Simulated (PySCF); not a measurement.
FH₅O₃Si₂.

```xyz
11

Si     1.4034    -0.6687    -0.4487
F      1.8248     0.2775    -1.7184
Si    -0.6299     0.1067     0.3992
O     -0.5615     1.6203     1.0698
O     -1.8023     0.2303    -0.7762
O     -0.9669    -0.9824     1.6001
H      1.2942    -2.0719    -0.9543
H      2.5028    -0.6064     0.5584
H     -0.8500     2.3415     0.4970
H     -1.9389    -0.5289    -1.3550
H     -1.6148    -0.7105     2.2638
```
Charge 0, spin multiplicity 1.

The structure is a stationary point at r2SCAN-D4/def2-SVP. This is a generated structure with no PubChem entry under its InChIKey; it may be hypothetical. The values are those of a single conformer.

These are PBE0/pcSseg-1 in PySCF values and carry that method's errors. Non-relativistic, no solvent.

Computed absolute GIAO shielding of each atom: isotropic value and principal components (ppm):
```json
[
 {"atom": "Si1", "σ(iso)": "356.8", "σ11": "287.6", "σ22": "316.9", "σ33": "466.0", "span": "178.5"},
 {"atom": "F2", "σ(iso)": "438.3", "σ11": "403.0", "σ22": "432.8", "σ33": "479.0", "span": "76.0"},
 {"atom": "Si3", "σ(iso)": "387.1", "σ11": "372.1", "σ22": "379.8", "σ33": "409.3", "span": "37.2"},
 {"atom": "O4", "σ(iso)": "274.7", "σ11": "247.4", "σ22": "260.8", "σ33": "315.9", "span": "68.5"},
 {"atom": "O5", "σ(iso)": "252.7", "σ11": "216.7", "σ22": "235.8", "σ33": "305.5", "span": "88.8"},
 {"atom": "O6", "σ(iso)": "260.8", "σ11": "217.9", "σ22": "254.6", "σ33": "310.1", "span": "92.2"},
 {"atom": "H7", "σ(iso)": "26.1", "σ11": "22.9", "σ22": "25.4", "σ33": "30.0", "span": "7.1"},
 {"atom": "H8", "σ(iso)": "26.0", "σ11": "22.8", "σ22": "25.1", "σ33": "30.0", "span": "7.2"},
 {"atom": "H9", "σ(iso)": "29.2", "σ11": "21.5", "σ22": "24.1", "σ33": "41.8", "span": "20.2"},
 {"atom": "H10", "σ(iso)": "29.2", "σ11": "22.4", "σ22": "23.6", "σ33": "41.7", "span": "19.3"},
 {"atom": "H11", "σ(iso)": "29.0", "σ11": "21.7", "σ22": "23.1", "σ33": "42.1", "span": "20.4"}
]
```
